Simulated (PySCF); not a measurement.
F3Y, SMILES [F][Y-]([F])[F] (connectivity only; charge and spin as stated), charge -1, multiplicity 2.

Coordinates come from a PBE0-D3(BJ)/def2-SVPD optimisation. The geometry has at least one imaginary mode, so it is a saddle point at that level. The spin state was assumed, not searched. The def2 effective core potentials stand for the cores of Y; spin–orbit coupling is left out.

Two levels are set side by side: PBE/def2-TZVPD (PySCF) and ωB97X/def2-TZVPD (PySCF). Same geometry, gas phase. Differences are taken from unrounded values.

```json
[
 {"quantity": "α-spin orbital gap (eV)", "ωB97X": "4.88", "PBE": "1.41", "PBE minus ωB97X": "-3.48"},
 {"quantity": "β-spin orbital gap (eV)", "ωB97X": "12.56", "PBE": "5.73", "PBE minus ωB97X": "-6.84"},
 {"quantity": "mean polarisability (bohr³)", "ωB97X": "194.0", "PBE": "174.7", "PBE minus ωB97X": "-19.3"}
]
```

Rough cost on one machine, each run with all the roots and properties that it gave: ωB97X against PBE within a factor of 2.
